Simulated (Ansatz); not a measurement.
```yaml
crystal:
  periodic: [false, false, false]
  atoms:
    - {symbol: C, position_ang: [0.498915, -2.377113, -0.382698]}
    - {symbol: Sc, position_ang: [0.775720, -0.191089, -0.388563]}
    - {symbol: O, position_ang: [2.401268, 0.312820, -1.149095]}
    - {symbol: C, position_ang: [-1.502434, 0.759919, -0.500232]}
    - {symbol: C, position_ang: [-0.610638, 1.847596, -0.358583]}
    - {symbol: C, position_ang: [-0.009353, 1.751624, 0.911443]}
    - {symbol: C, position_ang: [-0.530668, 0.605109, 1.553692]}
    - {symbol: C, position_ang: [-1.460821, -0.001504, 0.685635]}
    - {symbol: H, position_ang: [0.371962, -2.779655, 0.631268]}
    - {symbol: H, position_ang: [-0.392339, -2.688747, -0.943720]}
    - {symbol: H, position_ang: [1.359234, -2.889703, -0.829843]}
    - {symbol: H, position_ang: [3.191571, 0.702529, -1.510098]}
    - {symbol: H, position_ang: [-2.118352, 0.552235, -1.364770]}
    - {symbol: H, position_ang: [-0.414623, 2.612707, -1.096349]}
    - {symbol: H, position_ang: [0.727008, 2.431088, 1.316802]}
    - {symbol: H, position_ang: [-0.268094, 0.256952, 2.543479]}
    - {symbol: H, position_ang: [-2.018356, -0.904769, 0.881622]}
basis:
  gaussian: {orbitals: def2-TZVPP, fitting: {mean_field: cc-pVTZ-jkfit}}
total_charge: 1
magnetization: {spin_polarized: true, initial_magnetization: 1}
hamiltonian: {xc: {name: r2SCAN}, dispersion: rvv10}
```

```sh
$ ansatz run in.yaml --threads 2 --pin off --events-out ev --progress --plain --max-ram 20480MiB --backend cuda --devices 0, --max-vram 18GiB
```

Q: How does Ansatz answer? (Best estimate.)

A: Computed: The input was rejected before any iteration.
```
Functional definition: r2SCAN+rVV10
Error: <dir> the basis set cc-pVTZ-JKFIT has no functions for Sc
```
